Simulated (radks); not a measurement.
All-electron atom: the nickel anion Ni- in [Ar] 3d9 4s2.

All-electron calculation, scalar-relativistic Kohn-Sham, LDA (Slater exchange, Perdew-Wang correlation), spin-polarised, spherical densities, point nucleus; open shells are filled with parallel spins first; hard spherical wall at 8 bohr. Program: a radial shooting solver on a logarithmic mesh with Libxc functionals.

Energy parts (eV):
| part | energy |
|---|---|
| total | -41311.658 |
| kinetic | 41868.875 |
| electron-nucleus | -99552.812 |
| Hartree | 18034.857 |
| exchange-correlation | -1662.577 |

Orbitals (lengths in bohr, moments of r in powers of bohr; r(max) is where P^2 peaks; r(90%) holds 90 % of the orbital's charge):
orbital  occ.  eigenvalue (eV)  r(90%)   r(max)
1s up       1        -8182.875  0.0968  0.03546
1s down     1        -8182.868  0.0968  0.03546
2s up       1        -967.4588   0.380   0.2049
2s down     1        -966.8900   0.380   0.2049
2p up       3        -831.7628   0.353   0.1648
2p down     3        -831.3246   0.353   0.1648
3s up       1         -98.7246    1.12   0.6403
3s down     1         -97.6582    1.12   0.6405
3p up       3         -59.5690    1.21   0.6473
3p down     3         -58.5314    1.22   0.6477
3d up       5           1.9681    2.07   0.6318
3d down     4           2.8336    2.20   0.6342
4s up       1           1.7055    5.00    2.471
4s down     1           1.8279    5.06    2.518
4p up       0           5.2151    5.99    4.040
4p down     0           5.2460    6.01    4.090
4d up       0           9.0596    6.54    5.273
4d down     0           9.0891    6.55    5.289
5s up       0           8.9028    6.67    5.732
5s down     0           8.9851    6.68    5.748

The highest occupied level is 3d down at 2.834 eV. The pressure on the wall is 0.445 GPa. Spin moment in Bohr magnetons: 1.
